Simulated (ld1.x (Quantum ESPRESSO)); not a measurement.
## PBE TM dataset for Te (Z = 52), scalar-relativistic all-electron reference.

ld1.x (Quantum ESPRESSO) 7.5 input, shortened:

```
&input
   title='Te', zed=52., rel=1, dft='PBE', iswitch=3,
   config='[Kr] 4d10 5s2 5p2.5'
 /
 &inputp
   pseudotype=2, tm=.true., lloc=2,
   nlcc=.false.
 /
3
4S  1  0   2.00   0.00  1.40  1.40  0.0
4P  2  1   6.00   0.00  0.85  0.85  0.0
4D  3  2  10.00   0.00  1.20  1.20  0.0
 &test
   configts(1)='4s2 4p6 4d10 5s2 5p2.5'
 /
```

Occupied shells without a wave of their own: 5p, 5s. They enter only through the test configuration that unscreens the potential.

All-electron outer shells of the reference configuration (PBE, scalar-relativistic, ld1.x):

| shell | level (eV) | outermost node (bohr) | outermost maximum (bohr) |
| --- | --- | --- | --- |
| 3d | -574.22 | – | 0.24 |
| 4s | -178.48 | 0.38 | 0.70 |
| 4p | -128.49 | 0.38 | 0.74 |
| 4d | -55.69 | 0.36 | 0.81 |
| 5s | -27.98 | 0.91 | 1.77 |
| 5p | -17.90 | 0.99 | 2.06 |

Q: Estimate the cutoffs (Ry, on a coarse ladder) from which the occupation-weighted sum of valence levels, in a spherical-Bessel basis at the reference potential, stays within 10 and 1 mRy of its value at 400 Ry.

A: 230 Ry and 300 Ry.

Q: Does the potential have ghost states?

A: No extra level below or beside the all-electron valence levels (s, p, d, f tested).

Q: Which valence shell sets the plane-wave cutoff?

A: 4p: its level needs 230 Ry to come within 1 mRy, against 140 Ry for 5p.

Its largest configuration-test error is -7554 meV (4s2 4p6 4d10 5s1 5p4), which is poor. 4 of 7 tests not solved or not reliable. Not counted: 4s1 4p6 4d10 5s2 5p4 (solver errors, printed error -45.4 eV); 4s2 4p6 4d9 5s2 5p4 (solver errors, printed error -43.2 eV); 4s2 4p6 4d10 5s2 5p4 (solver errors, printed error -36.2 eV); 1 more.
